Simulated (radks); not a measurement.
Results of a calculation; reference values are marked as such.
Mean orbital radii <r> (bohr) of neutral niobium, [Kr] 4d4 5s1, at several levels of relativity; Dirac values are averaged over j with weights 2j + 1. Spin-unpolarised spherical Kohn-Sham, PBEsol, point nucleus unless stated (finite: rms radius 4.324 fm), a radial shooting solver on a logarithmic mesh with Libxc functionals. A level marked "c x" has the speed of light scaled by that factor and shares open shells by 2j + 1; other Dirac levels either fill j = l - 1/2 first or share by 2j + 1.

shell       non-rel.  scalar-rel., finite nucleus  Dirac, low j first  Dirac, c x 2  change of magnitude, last against first (%)
1s           0.03722                      0.03611             0.03611       0.03694                                        -0.73
2s            0.1630                       0.1581              0.1578        0.1617                                        -0.79
2p            0.1398                       0.1378              0.1376        0.1393                                        -0.39
3s            0.4553                       0.4436              0.4434        0.4524                                        -0.65
3p            0.4511                       0.4461              0.4459        0.4498                                        -0.29
3d            0.4322                       0.4331              0.4332        0.4325                                        +0.05
4s             1.187                        1.159               1.159         1.180                                        -0.59
4p             1.314                        1.303               1.304         1.312                                        -0.21
5s             3.825                        3.702               3.710         3.795                                        -0.80
4d             2.172                        2.214               2.226         2.183                                        +0.48
5p (empty)     5.473                        5.397               5.415         5.454                                        -0.35
